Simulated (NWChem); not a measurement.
# C$_{3}$H$_{10}$Si; SMILES C[SiH](C)C

All runs: NWChem. Pople sets run with spherical d functions. Each level has its own optimisation; frequencies are unscaled.

| level | r C–Si (Å) | r H–Si (Å) | r C–H (Å) | highest harmonic frequency (cm⁻¹) | lowest (cm⁻¹) | zero-point energy (kcal/mol) | dipole (D) |
|---|---|---|---|---|---|---|---|
| Hartree-Fock/STO-3G | 1.863 | 1.425 | 1.082 | 3750 | 140 | 92.0 | 0.04 |
| Hartree-Fock/3-21G | 1.918 | 1.497 | 1.086 | 3253 | 134 | 79.9 | 0.50 |
| Hartree-Fock/6-31G* | 1.891 | 1.484 | 1.087 | 3254 | 150 | 79.5 | 0.51 |
| B3LYP/6-31G* | 1.894 | 1.495 | 1.097 | 3117 | 144 | 75.1 | 0.61 |
| LDA (Slater exchange, VWN5)/def2-SVP | 1.872 | 1.513 | 1.111 | 3080 | 152 | 71.9 | 0.68 |
| PBE/def2-SVP | 1.895 | 1.513 | 1.110 | 3072 | 149 | 72.3 | 0.63 |
| BLYP/def2-SVP | 1.904 | 1.508 | 1.110 | (withheld) | 147 | 72.1 | 0.59 |
| PBE0/def2-SVP | 1.884 | 1.502 | 1.102 | 3161 | 155 | 74.5 | 0.61 |

Q: Some entries are withheld; supply them.

A: 
- BLYP/def2-SVP, highest harmonic frequency (cm⁻¹): 3033
